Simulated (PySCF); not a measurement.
**RbTl: energy against distance**

Set-up: basis Rb def2-SVP with ECP28, Tl def2-SVP with ECP60; scalar-relativistic core potentials; PySCF 2.14. Energies in eV from Rb + Tl in their ground configurations at the same level. State: ¹Σ⁺ (singlet), closed shell.

All columns are PBE0. A positive dipole means Rb(−)Tl(+).

```json
{"R (Å)": "3.388", "E (eV)": "-0.254", "μ (D)": "-2.84", "Mulliken charge on Rb (basis-dependent)": "0.22", "HOMO (eV)": "-2.93", "LUMO (eV)": "-1.60", "Mayer bond order": "0.99", "⟨S²⟩": "0.00"}
{"R (Å)": "3.545", "E (eV)": "-0.370", "μ (D)": "-2.97", "Mulliken charge on Rb (basis-dependent)": "0.20", "HOMO (eV)": "-2.92", "LUMO (eV)": "-1.53", "Mayer bond order": "0.99", "⟨S²⟩": "0.00"}
{"R (Å)": "3.703", "E (eV)": "-0.435", "μ (D)": "-3.04", "Mulliken charge on Rb (basis-dependent)": "0.18", "HOMO (eV)": "-2.91", "LUMO (eV)": "-1.49", "Mayer bond order": "1.00", "⟨S²⟩": "0.00"}
{"R (Å)": "3.821", "E (eV)": "-0.458", "μ (D)": "-3.08", "Mulliken charge on Rb (basis-dependent)": "0.16", "HOMO (eV)": "-2.89", "LUMO (eV)": "-1.46", "Mayer bond order": "1.00", "⟨S²⟩": "0.00"}
{"R (Å)": "3.939", "E (eV)": "-0.464", "μ (D)": "-3.09", "Mulliken charge on Rb (basis-dependent)": "0.15", "HOMO (eV)": "-2.88", "LUMO (eV)": "-1.44", "Mayer bond order": "1.01", "⟨S²⟩": "0.00"}
{"R (Å)": "4.057", "E (eV)": "-0.458", "μ (D)": "-3.10", "Mulliken charge on Rb (basis-dependent)": "0.13", "HOMO (eV)": "-2.87", "LUMO (eV)": "-1.43", "Mayer bond order": "1.01", "⟨S²⟩": "0.00"}
{"R (Å)": "4.215", "E (eV)": "-0.435", "μ (D)": "-3.09", "Mulliken charge on Rb (basis-dependent)": "0.10", "HOMO (eV)": "-2.85", "LUMO (eV)": "-1.42", "Mayer bond order": "1.02", "⟨S²⟩": "0.00"}
{"R (Å)": "4.412", "E (eV)": "-0.389", "μ (D)": "-3.05", "Mulliken charge on Rb (basis-dependent)": "0.07", "HOMO (eV)": "-2.82", "LUMO (eV)": "-1.41", "Mayer bond order": "1.02", "⟨S²⟩": "0.00"}
{"R (Å)": "4.648", "E (eV)": "-0.318", "μ (D)": "-2.98", "Mulliken charge on Rb (basis-dependent)": "0.04", "HOMO (eV)": "-2.79", "LUMO (eV)": "-1.41", "Mayer bond order": "1.02", "⟨S²⟩": "0.00"}
{"R (Å)": "4.963", "E (eV)": "-0.210", "μ (D)": "-2.86", "Mulliken charge on Rb (basis-dependent)": "0.01", "HOMO (eV)": "-2.74", "LUMO (eV)": "-1.43", "Mayer bond order": "1.02", "⟨S²⟩": "0.00"}
```

A fit through these points gives, at Re = 3.935 Å, μ = -3.09 D and dμ/dR = -0.0879 D/Å; the reduced mass is 60.04 u.

How strong is the fundamental in the double-harmonic approximation, I = 42.26·(dμ/dR)²/μred km/mol?

I = 42.26·(-0.0879)²/60.04 = 0.00544 km/mol at PBE0.

Closed-shell solutions of metal pairs were not tested for spin polarisation, which can lower them a little. These are scalar-relativistic numbers at best; spin–orbit coupling would shift them, the dissociation energy most.
